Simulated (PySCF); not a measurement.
Bond curve of TbF

Set-up: PySCF, spin-free X2C with a Gaussian nucleus, basis sets Tb x2c-SVPall, F x2c-SVPall. Energies in eV from Tb (4f9 6s2) + F in their ground configurations at the same level. All curves are PBE0. state 1: septet, about 8.2 electrons in the 4f shell (Mulliken), real f orbitals that mix terms; state 2: nonet, about 8.1 electrons in the 4f shell (Mulliken), real f orbitals that mix terms, a second solution, started from another occupation; state 3: septet, about 9.0 electrons in the 4f shell (Mulliken), real f orbitals that mix terms, a second solution, started from another occupation.

```tsv
R (Å)	state 1	state 2	state 3
1.676	-5.179	-4.497	-3.575
1.754	-5.910	-5.280	-4.463
1.832	-6.308	-5.729	-5.036
1.891	-6.446	-5.902	-5.299
1.949	-6.481	-5.971	-5.452
2.007	-6.438	-5.957	-5.516
2.085	-6.292	-5.844	-5.498
2.183	-6.014	-5.597	-5.357
2.300	-5.603	-5.210	-5.077
2.456	-5.002	-4.625	-4.608
```

Task: Put a parabola through the three lowest points of the state 1 curve and estimate Re, k and ωe (reduced mass 16.97 u; 1 eV/Å² = 0.16022 mdyn/Å; ωe = 1302.8·√(k/μ) cm⁻¹).

Result: Through R = 1.891, 1.949, 2.007 Å the second-order coefficient is 11.6 eV/Å², so Re ≈ 1.946 Å, k ≈ 3.71 mdyn/Å and ωe ≈ 610 cm⁻¹. A polynomial fit of higher order to the unrounded PBE0 energies gives Re = 1.943 Å, k = 3.75 mdyn/Å, ωe = 612 cm⁻¹; anharmonicity and rounding make the difference.

The higher-order fit for each curve: state 1: Re = 1.943 Å, ωe = 612 cm⁻¹, De = 6.48 eV; state 2: Re = 1.967 Å, ωe = 594 cm⁻¹, minimum 5.97 eV below the ground-state fragments; state 3: Re = 2.032 Å, ωe = 538 cm⁻¹, minimum 5.52 eV below the ground-state fragments.

Spin–orbit coupling is left out, which matters for elements this heavy, above all for dissociation energies. The state is the lowest single determinant that the PBE0 search found; with open d or f shells the true ground state can be another one.
